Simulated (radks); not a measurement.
Sm, 62 electrons, occupied as [Xe] 4f6 6s2 (the NIST ground configuration). All-electron calculation, Dirac Kohn-Sham, PBEsol, spin-unpolarised, spherical densities, finite nucleus; open shells fill j = l - 1/2 first; Fermi nuclear charge, rms radius 5.0819 fm. Program: a radial shooting solver on a logarithmic mesh with Libxc functionals.

Spin-orbit splittings of the eigenvalues, e(l+1/2) - e(l-1/2), with zeta = 2 splitting/(2l+1) and mean radii in bohr:

shell  occ.  splitting (eV)  zeta (eV)  <r> j=l-1/2  <r> j=l+1/2
2p        6           602.4      401.6      0.08075      0.08737
3p        6           122.0      81.31       0.2443       0.2570
3d       10               ?          ?       0.2287       0.2326
4p        6           26.82      17.88       0.5935       0.6225
4d       10           4.788      1.915       0.6652       0.6756
4f        6          0.5364     0.1533        1.014        1.038
5p        6           3.536      2.357        1.596        1.694

Estimate the 3d splitting.

Answer. 26.50 eV (zeta = 10.60 eV).
